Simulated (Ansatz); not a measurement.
Reaction (ligand exchange at a Mg–F bond): `[F][Mg][O][SiH3]` + H₂S → `[SiH3][O][Mg][SH]` + H–F

Calculated with Ansatz (gas phase, PBE0-D4/def2-TZVP geometries, no zero-point term in ΔE). CBS: MP2 limit from def2 TZ/QZ plus the TZ coupled-cluster correction, frozen cores. This one scheme is used for every species. DFT in def2-TZVPP. HSE06 is defined as in plane-wave codes. For Mg outer-core shells are correlated without core-valence functions, which leaves a few kJ/mol of doubt a bond. One conformer a species, not always the lowest.

Task: Is it downhill or uphill in electronic energy at CCSD(T)/CBS, and by how much? (Best estimate.)

Result: Computed: Uphill: ΔE = +9.9 kcal/mol.

Task: What do these levels give: BLYP-D4, ωB97X-V, PBE-QIDH, HSE06, CCSD(T)/def2-SVP, SCS-MP2/def2-TZVPP? (Best estimate.)

Result: The calculation gave: BLYP-D4 12.8, ωB97X-V 11.5, PBE-QIDH 9.2, HSE06 9.0, CCSD(T)/def2-SVP 14.8, SCS-MP2/def2-TZVPP 11.3 kcal/mol.

Largest T1 diagnostic among the species: 0.012.

From BLYP to BHLYP (50 % exact exchange), in def2-TZVPP and without D4, ΔE moves by −1.9 kcal/mol. At CCSD(T), def2-SVP lies +4.9 kcal/mol from the extrapolated value and def2-TZVPP +0.1 kcal/mol.
